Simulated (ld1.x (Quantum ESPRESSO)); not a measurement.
## Reading a pseudo-wave (ruthenium)

Columns: radius, all-electron u(r) and pseudo u(r) of the 5s shell (level -4.82 eV) of ruthenium in the configuration [Kr] 4d7 5s0.75 5p0.25; LDA (PZ), scalar-relativistic, RRKJ scheme, ld1.x (Quantum ESPRESSO) 7.5.

```json
{"r (bohr)": "0.140", "all-electron": "-0.0642", "pseudo": "0.0122"}
{"r (bohr)": "0.280", "all-electron": "0.1703", "pseudo": "0.0252"}
{"r (bohr)": "0.420", "all-electron": "0.0695", "pseudo": "0.0397"}
{"r (bohr)": "0.560", "all-electron": "-0.1314", "pseudo": "0.0568"}
{"r (bohr)": "0.700", "all-electron": "-0.2546", "pseudo": "0.0774"}
{"r (bohr)": "0.840", "all-electron": "-0.2705", "pseudo": "0.1025"}
{"r (bohr)": "0.980", "all-electron": "-0.2072", "pseudo": "0.1333"}
{"r (bohr)": "1.120", "all-electron": "-0.1005", "pseudo": "0.1707"}
{"r (bohr)": "1.260", "all-electron": "0.0220", "pseudo": "0.2150"}
{"r (bohr)": "1.400", "all-electron": "0.1427", "pseudo": "0.2660"}
{"r (bohr)": "1.540", "all-electron": "0.2523", "pseudo": "0.3221"}
{"r (bohr)": "1.680", "all-electron": "0.3465", "pseudo": "0.3806"}
{"r (bohr)": "1.820", "all-electron": "0.4242", "pseudo": "0.4379"}
{"r (bohr)": "1.960", "all-electron": "0.4859", "pseudo": "0.4900"}
{"r (bohr)": "2.100", "all-electron": "0.5329", "pseudo": "0.5337"}
{"r (bohr)": "2.240", "all-electron": "0.5670", "pseudo": "0.5670"}
{"r (bohr)": "2.380", "all-electron": "0.5898", "pseudo": "0.5898"}
{"r (bohr)": "2.520", "all-electron": "0.6032", "pseudo": "0.6032"}
{"r (bohr)": "2.660", "all-electron": "0.6087", "pseudo": "0.6087"}
{"r (bohr)": "2.800", "all-electron": "0.6075", "pseudo": "0.6075"}
{"r (bohr)": "2.940", "all-electron": "0.6010", "pseudo": "0.6010"}
{"r (bohr)": "3.080", "all-electron": "0.5902", "pseudo": "0.5902"}
{"r (bohr)": "3.220", "all-electron": "0.5759", "pseudo": "0.5759"}
{"r (bohr)": "3.360", "all-electron": "0.5591", "pseudo": "0.5591"}
{"r (bohr)": "3.500", "all-electron": "0.5402", "pseudo": "0.5402"}
{"r (bohr)": "3.640", "all-electron": "0.5199", "pseudo": "0.5199"}
```

(1) How many radial nodes do the two functions have?

(2) At about which radius was the pseudo-wave matched?

(3) Where does each function peak?

(4) Is the pseudo-wave norm-conserving?

Results:

(1) The all-electron 5s function has n − l − 1 = 4 (the table is too coarse to show those close to the nucleus); the pseudo-wave has 0, since the states of the same l below it are removed with the core.

(2) 2.45 bohr. The columns agree to 0.0005 from 2.24 bohr on; several derivatives are matched, so the curves merge somewhat inside the radius.

(3) Outermost all-electron maximum near 2.66 bohr, pseudo maximum near 2.66 bohr (to the table’s step).

(4) Yes: the RRKJ scheme keeps the norm inside the radius equal to the all-electron one, which fixes the energy derivative of the logarithmic derivative at the level.
